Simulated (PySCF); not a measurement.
# Computed records: CH$_{4}$BSi, B$_{2}$H$_{4}$OSi, BH$_{4}$OSi, CHAlBF and others

Computed with PySCF 2.14.0. Calculation on a computer-drawn molecule: optimised geometry and harmonic frequencies of an isolated molecule of the commonest isotopes, restricted reference for singlets and unrestricted otherwise, frozen core in MP2.

(1) CH$_{4}$BSi

Start structure:
```xyz
7
CH4BSi
B      1.9914    -0.5084    -1.3321
C      0.5799    -0.2384    -1.5135
Si    -0.4185     0.0275    -0.0778
H      3.0347    -0.8078    -1.0797
H      0.0785    -0.1092    -2.4502
H     -1.6555    -0.6171    -0.1137
H      0.1300    -0.0723     1.2680
```

- charge: 0
- multiplicity: 2
- method: HF
- basis: cc-pV(D+d)Z
- rotational constants: 38.03, 6.153, 5.421 GHz
- total energy: -353.7259 hartree
- spin squared: 0.7879
- convergence status largest gradient component: 2.678e-05 hartree/bohr

Drawn bonds:
```tsv
atom	other atom	order
1	2	1
2	3	2
1	4	1
2	5	1
3	6	1
3	7	1
```

Optimised structure:
```xyz
7
CH4BSi
B      1.9177    -0.5287    -1.2974
C      0.5896    -0.2094    -1.5223
Si    -0.4871     0.1284    -0.0574
H      3.0346    -0.7927    -1.0418
H      0.1579    -0.1211    -2.5142
H     -1.7361    -0.6760    -0.0660
H      0.2639    -0.1261     1.2001
```

Modes:
```tsv
frequency (cm⁻¹)	reduced mass (dalton)
136.1	2.036
254.1	1.478
564.2	1.157
671.7	1.11
701.9	2.116
715.6	1.891
782.3	1.211
891.6	1.47
995.3	1.067
1049	1.265
1499	5.834
2267	1.029
2279	1.054
2938	1.128
3332	1.09
```

(2) B$_{2}$H$_{4}$OSi

Start structure:
```xyz
8
B2H4OSi
B     -1.2092     0.4961     2.0837
Si     0.1727     0.9949     0.7603
B      1.4168     2.2096     1.6325
O      2.1999     3.0019     2.2155
H     -1.0165    -0.4438     2.8041
H     -2.1588     1.0621     2.2851
H      0.8925    -0.0627     0.1366
H     -0.3810     1.5872    -0.4543
```

- charge: 0
- multiplicity: 1
- method: HF
- basis: cc-pV(D+d)Z
- rotational constants: 12.67, 2.931, 2.5 GHz
- total energy: -415.5207 hartree
- convergence status largest gradient component: 4.602e-05 hartree/bohr

Drawn bonds:
```tsv
atom	other atom	order
1	2	1
2	3	1
3	4	2
1	5	1
1	6	1
2	7	1
2	8	1
```

Optimised structure:
```xyz
8
B2H4OSi
B     -1.2152     0.4486     2.1127
Si     0.1647     0.9863     0.7086
B      1.4566     2.2530     1.6152
O      2.1988     2.9936     2.1719
H     -1.0283    -0.4981     2.8215
H     -2.2135     1.0913     2.2667
H      0.9682    -0.1506     0.2053
H     -0.4149     1.7213    -0.4383
```

Modes:
```tsv
frequency (cm⁻¹)	reduced mass (dalton)
56.86	1.037
122.4	4.245
298.4	3.094
383.8	6.146
460.2	1.111
510.4	10.5
651.1	3.95
682.8	1.431
805.5	1.24
828.8	1.199
972.9	1.351
1025	1.057
1259	1.142
2132	12.4
2318	1.051
2319	1.03
2694	1.052
2781	1.127
```

(3) BH$_{4}$OSi

Start structure:
```xyz
7
BH4OSi
B      0.3032    -0.5655    -0.5166
Si    -1.2627    -0.6479    -1.5008
O     -1.3200    -1.2969    -3.0290
H      0.3150    -0.1662     0.5887
H      1.3054    -0.9435    -0.9625
H     -2.6829    -0.3543    -1.3709
H     -0.5741    -1.6077    -3.4264
```

- charge: 0
- multiplicity: 2
- method: HF
- basis: cc-pV(D+d)Z
- rotational constants: 30.82, 6.377, 5.284 GHz
- total energy: -390.7943 hartree
- spin squared: 0.7594
- convergence status largest gradient component: 2.165e-05 hartree/bohr

Drawn bonds:
```tsv
atom	other atom	order
1	2	1
2	3	1
1	4	1
1	5	1
2	6	1
3	7	1
```

Optimised structure:
```xyz
7
BH4OSi
B      0.3149    -0.5774    -0.5020
Si    -1.2590    -0.7090    -1.5740
O     -1.3609    -1.3076    -3.0969
H      0.2068    -0.1103     0.5971
H      1.3794    -0.9490    -0.9126
H     -2.6253    -0.3020    -1.2173
H     -0.5721    -1.6266    -3.5117
```

Modes:
```tsv
frequency (cm⁻¹)	reduced mass (dalton)
228.6	2.461
271.7	1.736
364.2	1.02
507.4	1.061
634.8	1.386
730.7	3.666
821.9	1.234
871	1.312
953	1.332
973.1	3.147
1229	1.194
2379	1.042
2669	1.051
2757	1.128
4159	1.067
```

(4) CHAlBF

Start structure:
```xyz
5
CHAlBF
F     -2.4499    -1.5229    -0.6639
B     -1.4704    -1.4789     0.1666
C     -0.4921    -1.5218     1.1355
Al    -0.6645    -2.6239     2.7491
H      0.4224    -0.9386     1.0393
```

- charge: 0
- multiplicity: 1
- method: MP2
- basis: cc-pV(D+d)Z
- rotational constants: 22.65, 2.862, 2.541 GHz
- total energy: -404.9273 hartree
- convergence status largest gradient component: 8.671e-06 hartree/bohr

Drawn bonds:
```tsv
atom	other atom	order
1	2	1
2	3	2
3	4	1
3	5	1
```

Optimised structure:
```xyz
5
CHAlBF
F     -2.5205    -1.6117    -0.5861
B     -1.4521    -1.4606     0.1539
C     -0.4330    -1.4645     1.0979
Al    -0.7672    -2.6258     2.6576
H      0.5183    -0.9236     1.1034
```

Modes:
```tsv
frequency (cm⁻¹)	reduced mass (dalton)
86.7	14.92
307.8	1.773
448.2	2.985
466.1	6.586
556.7	1.935
708.3	2.177
969.8	12.08
1768	9.225
3270	1.096
```

(5) CH$_{6}$BN

Start structure:
```xyz
9
CH6BN
C     -0.1558     0.3777     1.0674
B      1.1180    -0.4257     1.1177
N      1.7336    -0.7177     2.2410
H     -0.4916     0.7626     2.1125
H     -1.0183    -0.1543     0.6998
H     -0.1260     1.3104     0.4840
H      1.5524    -0.9426     0.1107
H      1.4562    -0.4093     3.1718
H      2.5812    -1.3143     2.3807
```

* charge: 0
* multiplicity: 1
* method: HF
* basis: cc-pVDZ
* rotational constants: 43.28, 8.236, 7.225 GHz
* total energy: -120.5529 hartree
* convergence status largest gradient component: 3.653e-05 hartree/bohr

Drawn bonds:
```tsv
atom	other atom	order
1	2	1
2	3	1
1	4	1
1	5	1
1	6	1
2	7	1
3	8	1
3	9	1
```

Optimised structure:
```xyz
9
CH6BN
C     -0.2180     0.4191     1.1008
B      1.0974    -0.4633     1.1279
N      1.7812    -0.7486     2.3084
H     -0.5352     0.7754     2.0857
H     -1.0462    -0.1493     0.6630
H     -0.0745     1.2923     0.4545
H      1.5462    -0.9179     0.1041
H      1.4881    -0.4178     3.2045
H      2.6106    -1.3030     2.3367
```

Modes:
```tsv
frequency (cm⁻¹)	reduced mass (dalton)
141.5	1.144
381.6	2.027
548.3	1.088
567.8	1.276
832.4	1.587
875.2	1.1
883.7	1.439
1046	1.633
1113	1.404
1228	1.736
1402	1.614
1475	1.84
1561	1.05
1568	1.109
1754	1.239
2653	1.095
3154	1.038
3216	1.097
3228	1.102
3814	1.051
3918	1.098
```

(6) B$_{2}$FH$_{2}$O

Start structure:
```xyz
6
B2FH2O
O     -2.3758    -0.9173     0.6385
B     -2.1880     0.0283    -0.1205
B     -1.7824     1.3958    -1.1675
F     -2.7635     1.8114    -1.9010
H     -2.9743    -1.5740     0.9882
H     -0.6894     1.8482    -1.1533
```

* charge: 1
* multiplicity: 1
* method: MP2
* basis: cc-pVDZ
* total energy: ?
* rotational constants: ?

Drawn bonds:
```tsv
atom	other atom	order
1	2	1
2	3	1
3	4	1
1	5	1
3	6	1
```

Q: What total energy does the calculation give for B$_{2}$FH$_{2}$O (entry 6)?
A: -225.1464 hartree

Q: Estimate the rotational constants of B$_{2}$FH$_{2}$O (entry 6).
A: 46.94, 3.391, 3.162 GHz

Further results for B$_{2}$FH$_{2}$O (entry 6):

- convergence status largest gradient component: 1.107e-05 hartree/bohr

Optimised structure:
```xyz
6
B2FH2O
O     -2.4208    -0.9167     0.6207
B     -2.2190     0.0393    -0.1420
B     -1.7837     1.4037    -1.1749
F     -2.7517     1.8540    -1.9339
H     -2.9238    -1.6276     1.0546
H     -0.6743     1.8398    -1.1401
```

Modes:
```tsv
frequency (cm⁻¹)	reduced mass (dalton)
163.9	8.699
174.1	1.439
198	1.097
285	2.543
450.8	9.442
674.7	5.165
857.3	1.694
1085	1.209
1366	8.217
1844	8.808
2796	1.1
3800	1.082
```
